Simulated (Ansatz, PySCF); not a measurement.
Gas-phase reaction R1 → P1, each structure at its B3LYP-D3(BJ)/def2-TZVP stationary point, reached from a drawn start; harmonic modes at that level show minima.
R1, CH2O2 (SMILES O=CO) (charge 0, multiplicity 1):
```xyz
5

C     -0.39791    -0.11935     0.07867
O     -0.40093    -0.12025     1.27537
O      0.65623     0.19689    -0.69266
H     -1.25467    -0.37639    -0.55707
H      1.39717     0.41911    -0.10420
```
P1, CH2O2 (SMILES O=CO) (charge 0, multiplicity 1):
```csv
atom,x (Å),y (Å),z (Å)
C,-0.2219,-0.0666,0.3640
O,-0.2256,-0.0677,1.5539
O,0.8709,0.2613,-0.3585
H,-1.0970,-0.3291,-0.2563
H,0.6737,0.2021,-1.3030
```

P less R. No zero-point or thermal terms.

Correlated levels freeze the cores.

Codes used: Ansatz (a first-principles code) with Gaussian orbitals; PySCF for the D3/D4 terms. All values are computed, each at the level named.

Total energies in hartree:

| structure | PBE/def2-TZVPP | B3LYP-D3(BJ)/def2-TZVPP | CCSD(T)/cc-pVQZ |
|---|---|---|---|
| R1 | -189.646998 | -189.853630 | -189.561578 |
| P1 | -189.640754 | -189.846966 | -189.554719 |

### Question
Work out the reaction energy at each level in meV (1 hartree = 27211.38625 meV), and say how far PBE/def2-TZVPP lies from CCSD(T)/cc-pVQZ.

### Answer
- PBE/def2-TZVPP: (-189.640754) − (-189.646998) = 0.006244 hartree = 169.9 meV
- B3LYP-D3(BJ)/def2-TZVPP: (-189.846966) − (-189.853630) = 0.006664 hartree = 181.3 meV
- CCSD(T)/cc-pVQZ: (-189.554719) − (-189.561578) = 0.006859 hartree = 186.6 meV
PBE/def2-TZVPP less CCSD(T)/cc-pVQZ: -16.7 meV. CCSD(T)/cc-pVQZ is the level counted from, the highest shown, and no exact or measured value.
